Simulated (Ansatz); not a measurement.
As4⁺. Charge 1, multiplicity 2. Geometry PBE-D4/def2-SVP; atoms count from 1.

Cartesian coordinates in Å:
```
As -1.4106 0.5856 -0.1737
As 0.5114 -0.1888 -1.4372
As 1.1034 0.8174 0.6907
As -0.2043 -1.2143 0.9202
```

The structure comes from a short search, and lower isomers may exist.

Problem. Estimate the Mulliken populations from the PBE0/def2-TZVP orbitals of Ansatz.

Solution. 
```csv
atom,charge (e),spin (α − β)
As1,0.25,0.25
As2,0.25,0.25
As3,0.25,0.25
As4,0.25,0.25
```
Mulliken values depend strongly on the basis.

Problem. Where does the spin sit?

Solution. Summed by element: As 1.00, of 1 unpaired in all. Largest on single atoms: As1 0.25, As4 0.25, As2 0.25.

Problem. And the Mayer bond orders between heavy atoms (over 0.3)?

Solution. As1–As2 1.07 (2.43 Å); As1–As3 0.76 (2.67 Å); As1–As4 1.07 (2.43 Å); As2–As3 1.07 (2.43 Å); As2–As4 0.76 (2.67 Å); As3–As4 1.07 (2.43 Å).
